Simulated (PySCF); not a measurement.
# Nuclear quadrupole coupling in `C#C[C@@H](CC)[C@@H](C)C(=O)[O-]`

Compound: C8H11O2 (charge -1).
Atom-mapped SMILES: `[CH:1]#[C:2][C@@H:3]([CH2:4][CH3:5])[C@@H:6]([CH3:7])[C:8](=[O:9])[O-:10]` (hydrogens: H11 on C1; H12 on C3; H13, H14 on C4; H15, H16, H17 on C5; H18 on C6; H19, H20, H21 on C7)

Structure used (GFN2-xTB), in Å, numbered top down from 1:
```xyz
21
C8H11O2 angstrom
C      0.0416    2.2117   -1.7242
C      0.0538    1.1849   -1.1048
C      0.0773   -0.0180   -0.3002
C      1.4555   -0.1819    0.3566
C      2.5658   -0.3810   -0.6681
C     -1.0301    0.0034    0.7630
C     -2.4062    0.2127    0.1410
C     -1.0533   -1.4063    1.5239
O     -1.0091   -2.4021    0.7910
O     -1.1245   -1.3353    2.7556
H      0.0176    3.1073   -2.2725
H     -0.1118   -0.8919   -0.9373
H      1.4034   -1.0460    1.0196
H      1.6700    0.7010    0.9658
H      2.3846   -1.2836   -1.2483
H      3.5333   -0.4775   -0.1762
H      2.6075    0.4656   -1.3528
H     -0.8296    0.7916    1.4979
H     -3.1617    0.2496    0.9246
H     -2.6370   -0.6253   -0.5160
H     -2.4560    1.1380   -0.4392
```

Field gradients from the PBE0/pcSseg-1 density (PySCF, non-relativistic), principal values in atomic units, ordered |Vxx| ≤ |Vyy| ≤ |Vzz|:

```tsv
atom	Vxx	Vyy	Vzz
O9	0.3939	0.9105	-1.3044
O10	0.5395	0.9339	-1.4734
```

**Question.** Find the asymmetry η = (Vxx − Vyy)/Vzz and the couplings χ = eQV/h (234.96 MHz × Q in barn × V in au), with Q(17O) = −0.0256 b.

**Answer.** 
```
atom         environment  nucleus     η  χzz (MHz)  χxx (MHz)  χyy (MHz)
  O9  carboxylate oxygen      17O  0.40       7.85      -2.37      -5.48
 O10  carboxylate oxygen      17O  0.27       8.86      -3.25      -5.62
```

The tensor is traceless: Vxx + Vyy + Vzz = 0.

**Question.** What is Vzz at O10 in SI units (1 au = 9.71736 × 10²¹ V/m²)?

**Answer.** -1.4734 au = -14.318 × 10²¹ V/m².

**Question.** And the gradient at the other heavy atoms, for which no coupling is worked out here?

**Answer.** 
```csv
atom,environment,Vzz (au),η
C1,terminal alkyne carbon,-0.206,0.11
C2,alkyne carbon,-0.387,0.02
C3,propargylic carbon,0.167,0.37
C4,chain CH2 carbon,-0.099,0.52
C5,methyl carbon,-0.024,0.60
C6,sp3 carbon next to a carbonyl,0.130,0.76
C7,methyl carbon,0.035,0.73
C8,carboxylate carbon,0.386,0.49
```

**Question.** What couplings would deuterons (Q(2H) = 0.00286 b) have in place of the hydrogens, at this geometry?

**Answer.** 
```
atom  bonded to  bond length (Å)  Vzz (au)     η  χzz (kHz)
 H11         C1            1.050    0.4024  0.00        270
 H12         C3            1.098    0.2886  0.05        194
 H13         C4            1.090    0.2991  0.04        201
 H14         C4            1.094    0.3028  0.03        203
 H15         C5            1.088    0.3159  0.01        212
 H16         C5            1.090    0.3174  0.01        213
 H17         C5            1.090    0.3105  0.01        209
 H18         C6            1.096    0.2995  0.06        201
 H19         C7            1.089    0.3167  0.01        213
 H20         C7            1.090    0.3122  0.02        210
 H21         C7            1.093    0.3070  0.01        206
```

Isolated species at its GFN2-xTB geometry (one conformer only). The pcSseg-1 basis has no diffuse functions, a weakness for an anion. GFN2-xTB bond lengths can be off by several hundredths of an ångström, more for odd bonds, and the gradients follow them. With a basis this small, the couplings can be 20 % off.
